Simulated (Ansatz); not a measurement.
Abridged output of a molecular run in Ansatz:

```
Functional definition: HF
  name "HF"
  cite "Fock, Z. Phys. 61, 126 (1930) doi:10.1007/BF01340294"
  parent pbe
  exchange = exact_x
  correlation = 0
1567 factors; integrals over basis functions are off by at most 1.0e-3 eV
mean field evaluation 1: about -62702.1066 eV, gradient 4.7e1 eV
mean field evaluation 2: about -62702.3745 eV, gradient 4.7e1 eV
mean field evaluation 4: about -62707.0085 eV, gradient 4.6e0 eV
mean field evaluation 8: about -62707.0897 eV, gradient 3.6e-1 eV
mean field -62707.09034253 eV, -2304.4430656956 hartree, gradient 9.1e-6 eV, S^2 0.000000; 0 other end points of the search recorded, 0 dependent functions left out
13 core orbitals not correlated: weight in the atoms' cores, before any rotation towards them, 1.000 or more for the frozen orbitals, at most 0.000 for the correlated occupied ones
reference -62707.09034253 eV, -2304.4430656956 hartree; 20, 20 occupied and 223, 223 virtual orbitals, 1567 factors
second order -28.78798728 eV of doubles, -0.00000000 eV of singles
cycle   1  -28.48478304 eV  change    3.0e-1 eV  update   1.4e-1
cycle   2  -29.27364553 eV  change   -7.9e-1 eV  update   4.5e-2
cycle   3  -29.47511543 eV  change   -2.0e-1 eV  update   2.5e-2
cycle   4  -29.45336012 eV  change    2.2e-2 eV  update   7.5e-3
cycle   5  -29.44891914 eV  change    4.4e-3 eV  update   4.0e-3
cycle   6  -29.45115554 eV  change   -2.2e-3 eV  update   1.3e-3
cycle   7  -29.45050096 eV  change    6.5e-4 eV  update   4.9e-4
cycle   8  -29.45036522 eV  change    1.4e-4 eV  update   1.2e-4
cycle   9  -29.45043135 eV  change   -6.6e-5 eV  update   4.4e-5
cycle  10  -29.45042813 eV  change    3.2e-6 eV  update   1.7e-5
perturbative correction -1.17101667 eV, -0.0430340690 hartree
Total energy: -62737.71178734 eV, -2305.5683830362 hartree
```

Its atoms:

```xyz
11

C    -1.9166   -1.0305    0.0516
O    -1.5472   -0.4272   -1.1692
Ge   -0.0736    0.4782   -1.5463
O     0.7129    0.3543    0.0626
C     1.9680    0.9362    0.3127
H    -2.8776   -0.6206    0.3766
H    -2.0388   -2.1070   -0.1015
H    -1.1744   -0.8649    0.8357
H     2.6823    0.1635    0.6134
H     2.3801    1.4562   -0.5633
H     1.8850    1.6617    1.1277
```

**Question.** Which basis set was used?
A. def2-TZVPP
B. def2-QZVPP
C. def2-TZVPPD
D. def2-SVP

**Answer.** A. It gives 256 functions.

**Question.** Write the keys of the input that set method, charge and spin (a neutral closed shell needs none for the last two).

**Answer.** 
```yaml
correlation: {method: ccsd_t}
```
